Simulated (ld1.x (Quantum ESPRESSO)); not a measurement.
What the settings do to the RRKJ potential of tellurium (Te)

Base potential:

| Property | Result |
| --- | --- |
| Element | tellurium |
| Generator | ld1.x (Quantum ESPRESSO) 7.5 |
| Type | norm-conserving RRKJ (Kleinman–Bylander form) |
| Functional | LDA (PZ) |
| Relativity | scalar-relativistic |
| Frozen core | [Kr] |
| Valence charge | 16 |
| Reference configuration | 4d10 5s2 5p4 |
| Partial waves | 5p (bound): rc 1.75 bohr; 4d (bound): rc 1.05 bohr; 5s (bound): rc 1.45 bohr |
| Local potential | the s channel |
| Core correction | none |

All-electron outer shells of the reference configuration (LDA (PZ), scalar-relativistic, ld1.x):

```
shell  level (eV)  outermost node (bohr)  outermost maximum (bohr)
   4s     -163.99                   0.38                      0.70
   4p     -114.19                   0.38                      0.74
   4d      -41.70                   0.36                      0.81
   5s      -15.36                   0.91                      1.77
   5p       -6.12                   1.00                      2.17
```

Cutoffs, loose and tight: the cutoffs (Ry, on a coarse ladder) from which the occupation-weighted sum of valence levels, in a spherical-Bessel basis at the reference potential, stays within 10 and 1 mRy of its value at 400 Ry. They do not see the model core or the augmentation charge, which bear on the density cutoff. Test errors are all-electron minus pseudo excitation energies from the reference, over the configurations 4d10 5s2 5p3; 4d10 5s2 5p2; 4d10 5s2 5p1; 4d10 5s1 5p4; 4d10 5s2 5p0; 4d9 5s2 5p4; 4d10 5s0 5p6 (two spin-polarised tests are not counted in the largest error). A dash means not determined; rows that change the core or the reference have their own tests.

| change | outcome | cutoff, loose | cutoff, tight | bound ghosts | largest test error (meV) |
| --- | --- | --- | --- | --- | --- |
| base | generated | 140 Ry | 230 Ry | none | -218 |
| wave 4d (bound): rc 1.05 bohr becomes 4d (bound): rc 0.66 bohr | generated | over 300 Ry | over 300 Ry | none | -237 |
| wave 4d (bound): rc 1.05 bohr becomes 4d (bound): rc 0.76 bohr | generated | 180 Ry | over 300 Ry | none | -230 |
| wave 4d (bound): rc 1.05 bohr becomes 4d (bound): rc 0.90 bohr | generated | 200 Ry | over 300 Ry | none | -223 |
| wave 4d (bound): rc 1.05 bohr becomes 4d (bound): rc 0.98 bohr | generated | 180 Ry | 300 Ry | none | -220 |
| wave 4d (bound): rc 1.05 bohr becomes 4d (bound): rc 1.08 bohr | generated | 120 Ry | 230 Ry | none | -217 |
| wave 4d (bound): rc 1.05 bohr becomes 4d (bound): rc 1.18 bohr | generated | 100 Ry | 160 Ry | none | -210 |
| wave 4d (bound): rc 1.05 bohr becomes 4d (bound): rc 1.26 bohr | generated | 100 Ry | 140 Ry | none | -204 |
| wave 4d (bound): rc 1.05 bohr becomes 4d (bound): rc 1.36 bohr | generated | 90 Ry | 140 Ry | none | -186 |
| wave 4d (bound): rc 1.05 bohr becomes 4d (bound): rc 1.48 bohr | generated | 80 Ry | 140 Ry | none | -137 |
| wave 4d (bound): rc 1.05 bohr becomes 4d (bound): rc 1.58 bohr | generated | 70 Ry | 140 Ry | none | -97 |

Reading the sweep of the d radius (base included, trends over the rows without a ghost): The loose cutoff falls from 180 Ry at 0.76 to 70 Ry at 1.58 bohr, with one reversal. A larger radius leaves more room for a smooth pseudo-wave, so fewer plane waves are needed; a smaller one forces it to follow the all-electron wave where it bends sharply. The median size of the test errors (rows with all tests solved) is not monotonic: lowest 5.7 meV at 0.9 bohr, highest 8.2 meV at 0.66 bohr.
